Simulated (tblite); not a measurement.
Species: C5H5NO3.
Geometry (GFN2-xTB, Å), atoms numbered from 1 in this order:
```xyz
14
C5H5NO3 angstrom
C     -2.605   -0.212    0.322
O     -1.205   -0.455    0.344
C     -0.439    0.480   -0.230
O     -0.866    1.483   -0.744
C      0.985    0.129   -0.152
C      1.610   -1.012    0.423
N      2.900   -0.945    0.283
O      3.178    0.208   -0.370
C      2.051    0.851   -0.633
H     -2.960   -0.130   -0.707
H     -3.066   -1.060    0.821
H     -2.837    0.717    0.848
H      1.148   -1.843    0.915
H      2.106    1.787   -1.152
```

Calculated harmonic vibrations of the isolated species, GFN2-xTB (tblite), most abundant isotopes, no scaling. Against measured fundamentals such values can be off by several per cent, at times by over 20. One conformer, not necessarily the lowest.

Harmonic wavenumbers (cm⁻¹): 51.1, 60.9, 120.8, 125.4, 250.0, 279.1, 389.6, 478.9, 584.7, 635.3, 730.5, 777.7, 812.5, 870.4, 892.9, 950.5, 971.4, 1034.2, 1088.5, 1108.0, 1123.0, 1152.8, 1171.1, 1257.1, 1349.6, 1388.1, 1439.9, 1460.5, 1461.3, 1558.8, 1755.6, 2977.9, 2989.4, 3046.5, 3180.5, 3199.7.

A = 4737, B = 1035, C = 854.2 MHz; mass 127.027 u (most abundant isotopes); point group Cs, symmetry number 1.

Problem. What is the zero-point energy?

Solution. Half the sum of the wavenumbers: 21362 cm⁻¹ = 61.08 kcal/mol.

Problem. Give the ideal-gas entropy at 400 K and 1 bar in the rigid-rotor, harmonic-oscillator model (classical rotation).

Solution. Translation 41.92, rotation 29.61, vibration 30.58: S = 102.1 cal/(mol K).

Problem. And Cp and H(400 K) − H(0)?

Solution. Cp = 38.20 cal/(mol K), of which vibrations give 30.25 (their classical limit is 36 R = 71.5); H(400 K) − H(0) = 9.32 kcal/mol without the zero-point energy, 6.14 from vibrations.

Problem. How do the functions run with temperature in this model?

Solution. 
```csv
T (K),S (cal/(mol K)),Cp (cal/(mol K)),H − H(0) (kcal/mol),G − H(0) (kcal/mol),ln q(vib)
100,68.2,16.5,1.24,-5.58,1.62
200,81.5,22.9,3.20,-13.10,3.74
300,92.2,30.6,5.87,-21.80,5.73
500,111.3,44.7,13.47,-42.20,9.59
800,135.5,57.7,29.04,-79.36,15.15
1000,149.0,62.9,41.13,-107.83,18.61
```

q(vib) and H(0) count from the zero-point level.

Problem. Which modes carry the vibrational entropy at 400 K?

Solution. 51.1 cm⁻¹: 5.36; 60.9 cm⁻¹: 5.01; 120.8 cm⁻¹: 3.66; 125.4 cm⁻¹: 3.59; 250.0 cm⁻¹: 2.26; 279.1 cm⁻¹: 2.06 cal/(mol K); the other 30 give 8.64 together.

Problem. Blend soft modes into free rotors: weight 1/[1 + (100 cm⁻¹/ν̃)⁴] for the oscillator and the rest for a rotor with moment μB/(μ + B), μ = h/(8π²ν), B = 10⁻⁴⁴ kg m². What vibrational entropy results?

Solution. 27.52 cal/(mol K) in place of 30.58, which changes −T·S at 400 K by +1.22 kcal/mol.

Problem. What must be added to the electronic energy to get the Gibbs energy at 400 K and 1 bar?

Solution. ZPE + [H(400 K) − H(0)] − T·S = 61.08 + 9.32 − 40.84 = 29.56 kcal/mol.

Hindered rotation and anharmonicity are outside this model. Other conformers, if any are populated, would add a mixing term that is left out.

Run on one thread of an Arm Neoverse V2, on a shared host. The figure is for the frequency step alone.
